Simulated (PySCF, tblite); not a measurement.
One entry of a table of gas-phase calculations, keyed by method. Lists by class give the value and the number of equivalent atoms.

```json
{
 "formula": "C7H11P",
 "smiles": "CCc1c[pH]cc1C",
 "charge": 0,
 "multiplicity": 1,
 "geometry_level": "GFN2-xTB",
 "atoms_angstrom": [
  ["C", -2.133, -0.369, 0.744],
  ["C", -1.336, -0.634, -0.535],
  ["C", -0.133, 0.256, -0.611],
  ["C", -0.14, 1.481, -1.175],
  ["P", 1.491, 2.243, -1.155],
  ["C", 2.073, 0.879, -0.135],
  ["C", 1.146, -0.093, -0.011],
  ["C", 1.378, -1.398, 0.675],
  ["H", -1.522, -0.545, 1.627],
  ["H", -3.003, -1.021, 0.791],
  ["H", -2.472, 0.664, 0.768],
  ["H", -1.031, -1.681, -0.564],
  ["H", -1.979, -0.443, -1.398],
  ["H", -0.982, 1.92, -1.682],
  ["H", 1.243, 3.139, -0.113],
  ["H", 3.085, 0.814, 0.227],
  ["H", 1.275, -2.221, -0.033],
  ["H", 0.653, -1.55, 1.474],
  ["H", 2.378, -1.432, 1.1]
 ],
 "electronic_structure_code": "PySCF",
 "results": {
  "GFN2-xTB geometry": {
   "point_group": "C1",
   "rotational_constants_GHz": [2.687, 1.339, 0.974]
  },
  "PBE0/pcSseg-1 ground state and GIAO shieldings, non-relativistic": {
   "dipole_D": 1.58,
   "homo_eV": -6.47,
   "lumo_eV": -0.89,
   "shift_vs_computed_TMS_C_by_class_ppm": [
    [165.1, 1],
    [157.3, 1],
    [136.0, 1],
    [135.4, 1],
    [28.8, 1],
    [20.3, 1],
    [19.8, 1]
   ],
   "shift_vs_computed_TMS_H_by_class_ppm": [
    [6.55, 1],
    [6.55, 1],
    [4.9, 1],
    [2.61, 2],
    [2.35, 3],
    [1.15, 3]
   ],
   "shielding_other_nuclei_by_class_ppm": [
    ["P", 400.5, 1]
   ],
   "charges_hirshfeld_e_by_atom": [-0.12, -0.07, 0.0, -0.12, 0.11, -0.12, 0.0, -0.12, 0.04, 0.04, 0.04, 0.04, 0.04, 0.04, 0.0, 0.04, 0.05, 0.05, 0.05]
  },
  "GFN2-xTB harmonic vibrations, gas phase": {
   "strongest_ir_bands_cm-1_km_per_mol_modes": [
    [2255.1, 125.9, 1],
    [2986.3, 27.0, 1],
    [3032.4, 52.5, 1],
    [3035.7, 44.2, 1],
    [3042.2, 49.3, 2],
    [3097.9, 35.9, 2]
   ],
   "zpe_kcal_per_mol": 97.9
  }
 }
}
```

The rotational constants make it an asymmetric top with κ = (2B − A − C)/(A − C) = -0.57, nearer the prolate limit (−1). The zero-point energy, half the sum of the 51 harmonic wavenumbers, equals 34240 cm⁻¹ or 410 kJ/mol. A dipole of 1.58 D is allowed in C1, and pure rotational transitions are dipole-allowed.

 NMR classes are plain means over equivalent atoms (diastereotopic ones count apart unless rotation or inversion swaps them), as if these changed places fast; in this geometry the members of some classes differ.

Shape of the structure used: `[CH3:1][CH2:2][c:3]1[cH:4][pH:5][cH:6][c:7]1[CH3:8]`: C1–C2–C3–C4 -89°.

One conformer stands for the species.
